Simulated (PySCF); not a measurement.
C6H15Al, singlet, geometry from GFN2-xTB (such geometries of metal compounds can be far from the true shape). Base run: CCSD(T)/STO-3G in PySCF.

Here is a job for PySCF.
```python
from pyscf import gto, scf, cc

mol = gto.Mole()
mol.atom = '''
    Al    0.23254875   -0.09127216    0.17781867
    C     1.60822037    0.29411525   -1.23879162
    C     1.28366688    1.38923772   -2.26742086
    H     1.87585448   -0.62020127   -1.79032132
    H     2.53321401    0.57609625   -0.70786354
    H     1.06813100    2.33432054   -1.77027088
    H     0.41262384    1.11732709   -2.85999573
    H     2.11890541    1.54863674   -2.95129636
    C    -1.76368020   -0.03452995   -0.07842335
    C    -2.25206622    0.36624641   -1.47916509
    H    -2.21743853    0.64744823    0.65749449
    H    -2.18599895   -1.02150165    0.16760771
    H    -1.84026666   -0.30078311   -2.23581630
    H    -1.93818296    1.38058695   -1.72020746
    H    -3.34027682    0.32383459   -1.54743145
    C     0.94484373   -0.58959003    1.99107131
    C    -0.08642383   -1.31826703    2.86693314
    H     1.30181723    0.29398901    2.54049732
    H     1.83528786   -1.22749113    1.88612950
    H    -0.38163133   -2.26093079    2.40736096
    H    -0.98435636   -0.71320404    2.98806130
    H     0.31181976   -1.53486371    3.85918757
'''
mol.basis = 'sto-3g'
mol.verbose = 4
mol.build()

mf = scf.RHF(mol)
mf.kernel()

mycc = cc.CCSD(mf)
mycc.kernel()
et = mycc.ccsd_t()
print('E(CCSD(T)) = %.10f' % (mycc.e_tot + et))
mf.analyze()
```

Variants of this job, named by their change:

```json
[
 {"change": "base", "ΔE vs base (mEh)": "0.000", "MP2 correlation (Eh)": "-0.35243", "CC correlation without the perturbative part (Eh)": "-0.46269", "basis functions": "54", "core-seconds (rough)": "10"},
 {"change": "cc.conv_tol = 1e-5", "ΔE vs base (mEh)": "0.000", "MP2 correlation (Eh)": "-0.35243", "CC correlation without the perturbative part (Eh)": "-0.46269", "basis functions": "54", "core-seconds (rough)": "10"},
 {"change": "cc.level_shift = 0.2", "ΔE vs base (mEh)": "0.000", "MP2 correlation (Eh)": "-0.35243", "CC correlation without the perturbative part (Eh)": "-0.46269", "basis functions": "54", "core-seconds (rough)": "10"},
 {"change": "frozen = 10", "ΔE vs base (mEh)": "9.589", "MP2 correlation (Eh)": "-0.34244", "CC correlation without the perturbative part (Eh)": "-0.45348", "basis functions": "54", "core-seconds (rough)": "5"},
 {"change": "density fitting = JK and correlation", "ΔE vs base (mEh)": "-0.954", "MP2 correlation (Eh)": "-0.35231", "CC correlation without the perturbative part (Eh)": "-0.46259", "basis functions": "54", "core-seconds (rough)": "10"},
 {"change": "method = mp2", "ΔE vs base (mEh)": "113.8", "MP2 correlation (Eh)": "-0.35243", "CC correlation without the perturbative part (Eh)": "-", "basis functions": "54", "core-seconds (rough)": "2"},
 {"change": "frozen = 11", "ΔE vs base (mEh)": "10.439", "MP2 correlation (Eh)": "-0.34158", "CC correlation without the perturbative part (Eh)": "-0.45265", "basis functions": "54", "core-seconds (rough)": "4"},
 {"change": "cc.direct = True", "ΔE vs base (mEh)": "0.000", "MP2 correlation (Eh)": "-0.35243", "CC correlation without the perturbative part (Eh)": "-0.46269", "basis functions": "54", "core-seconds (rough)": "30"},
 {"change": "frozen = 12", "ΔE vs base (mEh)": "42.822", "MP2 correlation (Eh)": "-0.31914", "CC correlation without the perturbative part (Eh)": "-0.42035", "basis functions": "54", "core-seconds (rough)": "4"},
 {"change": "method = ccsd", "ΔE vs base (mEh)": "3.572", "MP2 correlation (Eh)": "-0.35243", "CC correlation without the perturbative part (Eh)": "-0.46269", "basis functions": "54", "core-seconds (rough)": "5"}
]
```
